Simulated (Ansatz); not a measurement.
H2Zn, charge +1, doublet, geometry from GFN2-xTB (such geometries of metal compounds can be far from the true shape) (a state made from the parent by changing its charge; the spin is typed, not shown lowest); BLYP/6-31G** (Ansatz, a program for electronic structure).

Here is a job for Ansatz.
Ansatz 0.2 input:
```yaml
crystal:
  periodic: [false, false, false]
  atoms:
    - {symbol: Zn, position_ang: [0.00000000, 0.00000000, 0.00000000]}
    - {symbol: H, position_ang: [-0.00000000, -0.00000000, -1.56522249]}
    - {symbol: H, position_ang: [0.00000000, 0.00000000, 1.56522249]}
basis:
  gaussian:
    orbitals: 6-31G__.json
hamiltonian:
  xc: blyp
total_charge: 1
magnetization: {spin_polarized: true, initial_magnetization: 1}
```
The basis file holds 6-31G** in the JSON format of the Basis Set Exchange.

**Question.** Write the output that Ansatz gives for this input, abridged.

**Answer.** 
```
Functional definition: BLYP
498 factors; their error is unknown
mean field evaluation 1: about -48426.4326 eV, gradient 4.6e1 eV
mean field evaluation 2: about -48418.2654 eV, gradient 8.7e1 eV
mean field evaluation 4: about -48433.9567 eV, gradient 3.8e0 eV
mean field evaluation 8: about -48433.9765 eV, gradient 1.5e-2 eV
mean field evaluation 16: about -48426.4326 eV, gradient 4.6e1 eV
mean field evaluation 32: about -48432.3576 eV, gradient 1.0e0 eV
mean field -48433.97652866 eV, -1779.9158076998 hartree, gradient 2.1e-5 eV, S^2 0.764169; 3 other end points of the search recorded, 0 dependent functions left out
reference -48433.97678506 eV, -1779.9158171224 hartree; 16, 15 occupied and 30, 31 virtual orbitals, 498 factors
Total energy: -48433.97678506 eV, -1779.9158171224 hartree
```
